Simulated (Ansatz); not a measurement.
Born–Oppenheimer molecular dynamics of H₄O₂Sn (7 atoms, charge 0, multiplicity 1). It starts from a relaxed structure.

Theory: Ansatz 0.2.0, RKS PBE0/def2-SVP.

```
ensemble        : NVT, Langevin thermostat
time step       : 0.5 fs
steps asked     : 100
set temperature : 100 K
friction        : 0.05 /fs
masses          : H 2.014 u
seed            : 712058
```

First frame:

```xyz
7
Properties=species:S:1:pos:R:3
Sn -0.073 0.013 0.027
O 0.018 -0.033 2.009
H -0.843 0.117 2.418
H 1.550 -0.240 -0.441
H -0.875 1.409 -0.541
O -1.256 -1.462 -0.574
H -0.910 -2.329 -0.333
```

(1) What does the run give?

(2) What happens to the structure?

(3) How do temperature and energy run in time?

Results:

(1) The run went to its last step.

```
steps done                                               : 100
time covered                                             : 50 fs
mean temperature over the second half                    : 74 K
spread of the potential energy over the second half      : 3.6 meV per atom
mean potential energy of the second half above the start : 9.0 meV per atom
```

The mean temperature of the second half is 26 % below the set value. A run of 0.05 ps of so small a system gives no equilibrium averages.

(2) The same pairs are bonded in the first frame and the last. Pairs count as bonded within 1.25 times the sum of covalent radii (0.12 Å more for H–H). The details hang on the random start.

(3) 
```tsv
time (fs)	T (K)	potential energy less start (eV)
0	86	0.000
2.5	68	0.009
5	67	0.014
7.5	77	0.029
10	62	0.029
12.5	63	0.028
15	71	0.036
17.5	71	0.033
20	80	0.040
22.5	86	0.049
25	64	0.038
27.5	85	0.034
30	85	0.035
32.5	74	0.045
35	78	0.043
37.5	79	0.054
40	48	0.077
42.5	56	0.080
45	55	0.105
47.5	80	0.098
50	107	0.081
```

Run time: 4.8 min on 1 thread of Arm Neoverse V1, on a shared host, peak memory 0.14 GiB.
